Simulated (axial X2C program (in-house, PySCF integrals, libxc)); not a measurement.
# Low determinants of Ta

Calculated with an in-house all-electron X2C program for linear molecules (integrals from PySCF), basis dyall-cv3z (cores contracted in-house), spin-free (one-electron X2C) and two-component (2c, atomic mean-field Coulomb and Gaunt terms). Energies in eV from the lowest row of each column (rows without correlated energies are left out; n/a marks j-coupled starts, which PBE0 does not hold); electrons by l are Mulliken totals of the Hartree–Fock solution, and PBE0 can relax to another configuration under the same block occupation. Coupled cluster uses truncated natural virtuals with an MP2 remainder. Frozen shells in the correlated columns: 4 s, 3 p, 2 d, 1 f.

Spin-free determinants:

| electrons by l | M_S, M_L | HF | MP2 | CCSD(T) | PBE0 |
| --- | --- | --- | --- | --- | --- |
| s12 p24 d23 f14 | 3/2, 3 | 0.03 | 0.00 | 0.00 | 0.13 |
| s12 p24 d23 f14 | 3/2, 2 | 0.00 | 0.04 | 0.01 | 0.00 |
| s12 p24 d23 f14 | 3/2, 0 | 0.14 | 0.18 | 0.10 | 0.02 |
| s12 p24 d23 f14 | 3/2, 1 | 0.49 | 0.34 | 0.23 | 0.24 |
| s11.8 p24 d23.2 f14 | 3/2, 1 | 0.48 | 0.45 | 0.35 | 0.20 |
| s12 p24 d23 f14 | 3/2, 0 | 0.74 | 0.56 | 0.47 | 0.41 |
| s11 p24 d24 f14 | 5/2, 2 | 0.23 | 0.86 | 1.03 | 0.47 |
| s11 p24 d24 f14 | 5/2, 0 | 0.19 | 0.88 | 1.03 | 0.35 |

Two-component determinants:

```json
{"electrons by l": "s12 p24 d23 f14", "2M_J": "3", "HF": "0.00", "MP2": "0.00", "CCSD(T)": "0.00", "PBE0": "0.02"}
{"electrons by l": "s12 p24 d23 f14", "2M_J": "1", "HF": "0.05", "MP2": "0.13", "CCSD(T)": "0.08", "PBE0": "0.00"}
{"electrons by l": "s11.9 p24 d23.1 f14", "2M_J": "3", "HF": "0.35", "MP2": "0.49", "CCSD(T)": "0.40", "PBE0": "0.24"}
{"electrons by l": "s12 p24 d23 f14", "2M_J": "7", "HF": "0.41", "MP2": "0.55", "CCSD(T)": "0.52", "PBE0": "0.45"}
{"electrons by l": "s11.8 p24 d23.1 f14", "2M_J": "1", "HF": "0.63", "MP2": "0.66", "CCSD(T)": "0.55", "PBE0": "0.33"}
{"electrons by l": "s11 p24 d24 f14", "2M_J": "5", "HF": "0.43", "MP2": "1.20", "CCSD(T)": "1.38", "PBE0": "0.55"}
```

Ground level as tabulated from the NIST Atomic Spectra Database (leading term): 2S+1 = 4, L = 3, J = 3/2.

Spin-free rows of one term, and 2c rows of one J level, should be degenerate; broken spherical symmetry, the missing current term of PBE0 and determinants that mix terms or J levels spread them. The search is wide but not exhaustive and can miss a configuration; gaps between s and d configurations can be off by some tenths of an eV with this basis and core.

The run took 39 min on 1 thread of Intel(R) Xeon(R) Processor @ 2.30GHz, with other jobs on the host.
